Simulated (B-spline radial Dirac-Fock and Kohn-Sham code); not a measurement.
Auger parameter of tungsten: the M5 level and its strongest M5-NN line

Method: Dirac-Fock (average of configuration) total-energy differences with a finite nucleus, the Breit interaction including its frequency dependence, and self-energy and vacuum-polarisation corrections. Computed with a radial finite-basis atomic code. The modified Auger parameter α′ is the binding energy plus the kinetic energy of the Auger electron; it does not depend on the energy zero. For free ions it tends to fall with charge, since less charge screens the final holes.

| species | configuration | binding 3d5/2 (eV) | Auger line | kinetic (eV) | α′ (eV) |
| --- | --- | --- | --- | --- | --- |
| W⁺ | [Xe] 4f14 5d3 6s2 | 1828.4 | N5N5 J=4 | 1270.7 | 3099.1 |
| W³⁺ | [Xe] 4f14 5d3 | 1848.2 | N5N5 J=4 | 1248.8 | 3097.1 |
| W³⁺ (Watson 1.6 Å) | [Xe] 4f14 5d3 | 1821.6 | N5N5 J=4 | 1275.7 | 3097.3 |
| W³⁺ (Watson 2.2 Å) | [Xe] 4f14 5d3 | 1828.6 | N5N5 J=4 | 1268.5 | 3097.1 |
| W⁴⁺ | [Xe] 4f14 5d2 | 1863.6 | N5N5 J=4 | 1232.4 | 3096.0 |
| W⁴⁺ | [Xe] 4f14 5d1 6s1 | 1868.1 | N5N5 J=4 | 1227.8 | 3095.9 |
| W⁴⁺ | [Xe] 4f14 6s2 | 1872.7 | N5N5 J=4 | 1223.2 | 3095.9 |
| W⁴⁺ | [Xe] 4f14 5d1 6p1 | 1869.5 | N5N5 J=4 | 1226.5 | 3095.9 |
| W⁵⁺ | [Xe] 4f14 5d1 | 1880.3 | N5N5 J=4 | 1214.9 | 3095.2 |
| W⁵⁺ (Watson 2.7 Å) | [Xe] 4f14 5d1 | 1853.6 | N5N5 J=4 | 1241.6 | 3095.2 |
| W⁶⁺ | [Xe] 4f14 | 1898.0 | N5N5 J=4 | 1196.7 | 3094.7 |
| W⁶⁺ (Watson 1.6 Å) | [Xe] 4f14 | 1844.0 | N5N5 J=4 | 1250.7 | 3094.7 |
| W⁷⁺ | [Xe] 4f13 | 1931.1 | N5N5 J=4 | 1169.1 | 3100.1 |
| W⁸⁺ | [Kr] 4d10 4f14 5s2 5p4 | 1942.2 | N5N5 J=4 | 1152.4 | 3094.6 |
